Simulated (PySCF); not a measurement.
C3H4N2, SMILES c1cn[nH]c1.

Coordinates come from a B3LYP-D3(BJ)/def2-SVP optimisation.

Calculation: PBE/def2-TZVP in PySCF.

Symmetry labels are those of the subgroup Cs that the program uses (full group Cs).

Computed valence orbital energies around the gap with their symmetry:
```json
[
 {"orbital": "HOMO−7", "symmetry": "A'", "energy (eV)": "-13.36"},
 {"orbital": "HOMO−6", "symmetry": "A'", "energy (eV)": "-10.87"},
 {"orbital": "HOMO−5", "symmetry": "A\"", "energy (eV)": "-10.77"},
 {"orbital": "HOMO−4", "symmetry": "A'", "energy (eV)": "-10.39"},
 {"orbital": "HOMO−3", "symmetry": "A'", "energy (eV)": "-9.60"},
 {"orbital": "HOMO−2", "symmetry": "A'", "energy (eV)": "-6.72"},
 {"orbital": "HOMO−1", "symmetry": "A\"", "energy (eV)": "-6.33"},
 {"orbital": "HOMO", "symmetry": "A\"", "energy (eV)": "-6.12"},
 {"orbital": "LUMO", "symmetry": "A\"", "energy (eV)": "-0.59"},
 {"orbital": "LUMO+1", "symmetry": "A'", "energy (eV)": "0.29"},
 {"orbital": "LUMO+2", "symmetry": "A\"", "energy (eV)": "0.59"},
 {"orbital": "LUMO+3", "symmetry": "A'", "energy (eV)": "1.57"}
]
```
